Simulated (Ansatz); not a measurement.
`[SiH3][O][Al]([SH])[Br]` at its PBE0-D4/def2-TZVP geometry, where that method's forces vanish. Total charge 0; spin multiplicity 1.

```xyz
9

Si   -0.8218   -0.1610   -1.5536
O    -0.0598   -0.0062   -0.1208
Al    0.2890    0.0669    1.5098
S     2.3069    0.4303    2.1937
Br   -1.3283   -0.2103    3.0335
H    -1.7252   -1.3408   -1.5316
H    -1.6195    1.0604   -1.8359
H     0.1887   -0.3419   -2.6275
H     2.7701    0.5024    0.9325
```

**Question.** What forces (eV/Å) does PBE-D4/def2-TZVPP give on these atoms in the Gaussian-basis code of Ansatz? (Estimate.)

**Answer.** Computed: 
```
Si1 -0.165 -0.035 -0.294
O2   0.154  0.032  0.000
Al3  0.048  0.010  0.231
S4   0.125  0.025  0.316
Br5 -0.158 -0.027  0.157
H6  -0.102 -0.127 -0.009
H7  -0.089  0.130 -0.040
H8   0.105 -0.020 -0.123
H9   0.083  0.013 -0.238
```
